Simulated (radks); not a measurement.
Task: Br3+, 32 electrons, occupied as [Ar] 3d10 4s1.75 4p2 5p0.25 (fractional occupations, a model configuration). Calculated with a radial shooting solver on a logarithmic mesh with Libxc functionals: Dirac Kohn-Sham, OLYP, spin-unpolarised, spherical densities, finite nucleus; open shells fill j = l - 1/2 first; Fermi nuclear charge, rms radius 4.1629 fm. Some entries of the table are withheld. Estimate them.

orbital,occ.,eigenvalue (Ry),r(max) (bohr)
1s1/2,2,-981.4452,0.02792
2s1/2,2,-130.4631,0.1593
2p1/2,2,-117.8124,(1)
2p3/2,4,-114.3209,(2)
3s1/2,2,-20.52393,(3)
3p1/2,2,-16.11802,(4)
3p3/2,4,-15.61393,(5)
3d3/2,4,(6),0.4283
3d5/2,6,(7),0.4310
4s1/2,1.75,-4.07984,1.369
4p1/2,2,-3.05489,(8)
4p3/2,0,-3.00004,(9)
4d3/2,0,-1.60732,(10)
4d5/2,0,-1.60214,(11)
5s1/2,0,-1.49304,3.317
5p1/2,0.25,-1.21190,3.763
5p3/2,0,-1.19924,3.805

Result: 
(1) 2p1/2 r(max) (bohr): 0.1252
(2) 2p3/2 r(max) (bohr): 0.1285
(3) 3s1/2 r(max) (bohr): 0.4841
(4) 3p1/2 r(max) (bohr): 0.4752
(5) 3p3/2 r(max) (bohr): 0.4839
(6) 3d3/2 eigenvalue (Ry): -7.97147
(7) 3d5/2 eigenvalue (Ry): -7.89060
(8) 4p1/2 r(max) (bohr): 1.515
(9) 4p3/2 r(max) (bohr): 1.538
(10) 4d3/2 r(max) (bohr): 2.061
(11) 4d5/2 r(max) (bohr): 2.070
